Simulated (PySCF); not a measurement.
Dipole response of O⁺ (oxygen, charge +1)

[He] 2s2 2p3, high-spin 4S determinant. Computed with PySCF 2.14 in aug-cc-pCVTZ-DK, with the spin-free X2C one-electron Hamiltonian (Gaussian nucleus). Coupled (time-dependent) response in atomic units; α is the mean over directions.

```json
{"method": "UHF", "mean α (bohr³)": "2.636", "C₆ (like pair)": "4.996", "S(−4)": "4.952"}
{"method": "PBE", "mean α (bohr³)": "2.687", "C₆ (like pair)": "5.327", "S(−4)": "4.269"}
{"method": "PBE0", "mean α (bohr³)": "2.640", "C₆ (like pair)": "5.170", "S(−4)": "4.242"}
{"method": "revPBE", "mean α (bohr³)": "2.685", "C₆ (like pair)": "5.324", "S(−4)": "4.266"}
{"method": "BP86", "mean α (bohr³)": "2.687", "C₆ (like pair)": "5.335", "S(−4)": "4.243"}
```

S(−4) is the Cauchy moment in α(ω) = α(0) + S(−4) ω² + …

α(iu) at revPBE:

```
u (hartree)  α(iu) (bohr³)
          0          2.685
     0.0500          2.674
      0.100          2.643
      0.200          2.530
      0.300          2.372
      0.500          2.016
      0.750          1.618
       1.00          1.304
       1.50         0.8810
       2.00         0.6270
       3.00         0.3593
       5.00         0.1607
```

A single London oscillator, α(iu) = α/(1 + u²/ω²), gives C₆ = (3/4) ω α². Matching the computed C₆ needs ω = 4 × 5.324 / (3 × 2.685²) = 0.985 hartree.

For an ion, C₆ is the dispersion term alone; charge-induced terms of lower order in 1/R come first.
